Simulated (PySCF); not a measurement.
Cl2HSi, SMILES Cl[SiH]Cl (connectivity only; charge and spin as stated), charge +1, multiplicity 1. Coordinates come from a TPSSh-D3(BJ)/def2-TZVP optimisation. The multiplicity is an assumed one; other spin states were not compared. The isomer is the one that the SMILES or the coordinates give; other isomers of the formula were not compared.

These are TPSSh-D3(BJ)/def2-TZVP (PySCF) values and carry that method's errors.

Harmonic wavenumbers (cm⁻¹): 201, 514, 581, 723, 812, 2346. Rotational constants (GHz): 21.75, 2.472, 2.219; symmetry number 2.

Work out the zero-point energy and the ideal-gas rigid-rotor harmonic-oscillator thermochemistry at 298.15 K and 1 atm.

ZPE = ½ Σ hcν = ½ × 5177 cm⁻¹ = 7.40 kcal/mol. H − E(el) = 10.47 kcal/mol. Entropy in cal/(mol K): translation 39.72, rotation 24.03, vibration 3.71, total 67.45. G − E(el) = -9.64 kcal/mol. Cp = 13.50 cal/(mol K).
